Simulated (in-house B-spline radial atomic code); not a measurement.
Configurations of the iron ion Fe⁴⁺, with energies counted from [Ar] 3d4. Method: scalar-relativistic (X2C) LC-wPBE, spin-polarised, spherical fractional occupations, Fermi nucleus of rms radius 3.7377 fm. Calculated with an all-electron radial atomic-structure program (B-spline basis). Shells without spins written out take the highest spin.

Caution: exact exchange at fractional occupations of open shells leaves self-interaction of up to several eV.

Occupations are held fixed; configurations that lie above the ionisation limit could autoionise.

| configuration | E - E(ref) (eV) | highest orbital | its <r> (bohr) |
| --- | --- | --- | --- |
| [Ar] 3d(2 up, 1 down) 4s(0 up, 1 down) | 33.686 | 4s down | 2.022 |
| [Ar] 3d(1 up, 2 down) 4p(0 up, 1 down) | 44.764 | 4p down | 2.261 |
| [Ne] 3s2 3p5 3d5 | 47.422 | 3d up | 0.9046 |
| [Ar] 3d3 4f1 | 59.078 | 4f up | 3.597 |
| [Ne] 3s2 3p5 3d4 4d1 | 101.03 | 4d up | 2.814 |
| [Ne] 3s2 3p(3 up, 2 down) 3d(2 up, 2 down) 4p(1 up, 0 down) | 106 | 4p up | 2.255 |
| [Ne] 3s2 3p5 3d4 4f1 | 110.08 | 4f up | 3.577 |

Problem. Order these further configurations by energy, lowest first.
A. [Ne] 3s2 3p(3 up, 2 down) 3d(0 up, 4 down) 4d(1 up, 0 down)
B. [Ar] 3d(3 up, 1 down)
C. [Ar] 3d3 4p1
D. [Ar] 3d3 4s1
E. [Ar] 3d3 4d1

Solution. B (10.307 eV), D (25.904 eV), C (37.383 eV), E (50.11 eV), A (107.56 eV).

Problem. How far above the reference does [Ne] 3s2 3p5 3d4 4p1 lie?

Solution. 88.173 eV; its least bound orbital is 4p up with <r> = 2.235 bohr.

Problem. How far above the reference does [Ne] 3s2 3p5 3d4 4s1 lie?

Solution. 76.62 eV; its least bound orbital is 4s up with <r> = 1.992 bohr.
